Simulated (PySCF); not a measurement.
## Mayer bond orders and bond lengths

Species: C6H15P2 (charge +1).
Atom-mapped SMILES: `[CH2:1]=[CH:2][CH2:3][P@@+:4]([CH3:5])([PH2:6])[CH2:7][CH3:8]` (hydrogens: H9, H10 on C1; H11 on C2; H12, H13 on C3; H14, H15, H16 on C5; H17, H18 on P6; H19, H20 on C7; H21, H22, H23 on C8)

Structure used (GFN2-xTB), in Å, numbered top down from 1:
```xyz
23
C6H15P2 angstrom
C      3.2748   -0.3712    0.7554
C      2.0790    0.0914    1.0661
C      1.1351    0.7065    0.0755
P     -0.3470   -0.3612   -0.0705
C      0.1797   -1.8711   -0.9266
P     -0.9833   -0.9296    1.9235
C     -1.5917    0.4637   -1.1491
C     -2.2184    1.6880   -0.4951
H      3.6626   -0.3295   -0.2491
H      3.9268   -0.7905    1.5006
H      1.7225    0.0573    2.0898
H      0.8176    1.6979    0.4124
H      1.5954    0.7971   -0.9121
H      1.0188   -2.3078   -0.3846
H     -0.6400   -2.5888   -0.9515
H      0.4857   -1.6384   -1.9462
H     -1.2347    0.4031    2.2680
H     -2.2954   -1.1483    1.4894
H     -2.3562   -0.2813   -1.3900
H     -1.0809    0.7386   -2.0762
H     -2.7594    1.4218    0.4116
H     -1.4681    2.4362   -0.2493
H     -2.9276    2.1429   -1.1819
```

Bond orders from the PBE0/pcSseg-1 density (PySCF). Isolated species at its GFN2-xTB geometry (one conformer only).

Q: Where do the orders between heavy atoms depart from those drawn in the SMILES?

A: The largest departure is 0.060, at P4–C7 (drawn single, 0.940) and C3–P4 (drawn single, 0.941).

Q: Set the Mayer orders of the bonds between heavy atoms beside their lengths.

A: 
```csv
bond,drawn as,length (Å),Mayer order
C1–C2,double,1.319,1.978
C2–C3,single,1.500,1.008
C3–P4,single,1.832,0.941
P4–C5,single,1.814,1.018
P4–P6,single,2.169,1.035
P4–C7,single,1.842,0.940
C7–C8,single,1.523,1.038
```

By pair of heavy elements: C–C: lowest C2–C3 (1.008, 1.500 Å), highest C1–C2 (1.978, 1.319 Å); in 1 of the 3 pairs the longer bond (by over 0.003 Å) has the higher order (by 0.02 or more). C–P: lowest P4–C7 and C3–P4 (0.940, 1.842 Å), highest P4–C5 (1.018, 1.814 Å). Bonds named together lie within 0.004.

Q: And the bonds to hydrogen?

A: C–H: 0.91 to 0.96 (13 bonds); H–P: 0.90 to 0.91 (2 bonds).

Q: Sum the orders of all bonds at each heavy atom with more than one neighbour and set the sums beside the valence in the SMILES.

A: C1 3.878 (drawn 4), C2 3.919 (drawn 4), C3 3.773 (drawn 4), P4 3.934 (drawn 4), C5 3.796 (drawn 4), P6 2.849 (drawn 3), C7 3.804 (drawn 4), C8 3.901 (drawn 4). Orders between atoms that aren't bonded are not in these sums.

Mayer orders depend on the basis set.
